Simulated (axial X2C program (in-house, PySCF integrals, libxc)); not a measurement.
**CSbO: properties at the nuclei**

Calculated with an axial X2C code built on PySCF integrals: two-component X2C with atomic mean-field Coulomb and Gaunt terms, Gaussian nuclei, basis C dyall-v3z, Sb dyall-v3z, O dyall-av3z with contracted cores.

C–Sb–O held linear, with bonds 1.987 and 1.818 Å (near the PBE0 minimum at charge 0 of the determinant lowest at the starting distance; the state shown can have its own minimum elsewhere, held linear; other orders of the atoms were not compared).

Determinant lowest in the PBE0 search, Ω = 3/2 (⟨Sz⟩ = 0.50, ⟨Lz⟩ = 1.00 at PBE0), spin on the atoms C 0.54, Sb -0.09, O 0.05:

```json
{"level": "PBE0", "Eeff magnitude (GV/cm)": "1.15", "Ws magnitude Sb (kHz)": "0.527", "A∥/gI C (MHz)": "13.3", "qzz C (a.u.)": "0.29", "A∥/gI Sb (MHz)": "191", "qzz Sb (a.u.)": "-3.93", "A∥/gI O (MHz)": "62.4", "qzz O (a.u.)": "1.30", "μ (D)": "-0.86"}
{"level": "HF", "Eeff magnitude (GV/cm)": "0.894", "Ws magnitude Sb (kHz)": "0.442", "A∥/gI C (MHz)": "-17.9", "qzz C (a.u.)": "0.53", "A∥/gI Sb (MHz)": "-1330", "qzz Sb (a.u.)": "-0.65", "A∥/gI O (MHz)": "172", "qzz O (a.u.)": "-0.14", "μ (D)": "-0.35"}
{"level": "r2SCAN", "Eeff magnitude (GV/cm)": "0.917", "Ws magnitude Sb (kHz)": "0.423", "A∥/gI C (MHz)": "14.6", "qzz C (a.u.)": "0.29", "A∥/gI Sb (MHz)": "220", "qzz Sb (a.u.)": "-2.93", "A∥/gI O (MHz)": "62.2", "qzz O (a.u.)": "1.20", "μ (D)": "-0.70"}
```

Determinant 0.15 eV from it at PBE0 and this distance, Ω = 1/2 (⟨Sz⟩ = -0.50, ⟨Lz⟩ = 1.00 at PBE0), spin on the atoms C -0.43, Sb 0.03, O -0.10:

| level | Eeff magnitude (GV/cm) | Ws magnitude Sb (kHz) | A∥/gI C (MHz) | qzz C (a.u.) | A∥/gI Sb (MHz) | qzz Sb (a.u.) | A∥/gI O (MHz) | qzz O (a.u.) | μ (D) |
| --- | --- | --- | --- | --- | --- | --- | --- | --- | --- |
| PBE0 | 0.0486 | 0.394 | 154 | 0.32 | 1110 | -4.01 | 285 | 1.18 | -0.58 |
| HF | 2.42 | 3.1 | 67.9 | 0.54 | 4350 | -0.61 | 1010 | -0.18 | -0.19 |
| r2SCAN | 0.263 | 0.0339 | 141 | 0.30 | 1160 | -3.08 | 272 | 1.11 | -0.49 |

Eeff is the effective electric field on the electron electric dipole moment in this Ω state and Ws the scalar–pseudoscalar constant of the nucleus named (defined with the proton number Z and per Ω); A∥ (defined per Ω) follows by multiplying with gI = μI/(I μN); qzz is the electric field gradient, eQq0 = 234.96 MHz × Q/barn × qzz; μ is positive if the O end (last atom) is positive. The operators were transformed with the bare-nucleus X2C matrices; with these basis sets, hyperfine constants and field gradients can be off by tens of per cent, and where levels differ in sign neither size nor sign is settled.

The molecule was held linear; bending was not examined, so a bent shape may lie lower.

Each state is one determinant with collinear spin. Unrestricted Hartree–Fock can overshoot spin polarisation at the nuclei. In the state Ω = 1/2 the sign of Eeff differs between levels (r2SCAN against PBE0). Where Eeff spreads by more than a factor of two the levels disagree and none is to be relied on. The search compared states at one distance, so a state with another bond length can lie lower. The sign of Ws at Sb differs between levels in the second state. Where a field gradient or hyperfine factor spreads by more than a factor of two over the levels, a constant derived from it is not to be relied on. PBE0 term energies can be off by some tenths of an eV.
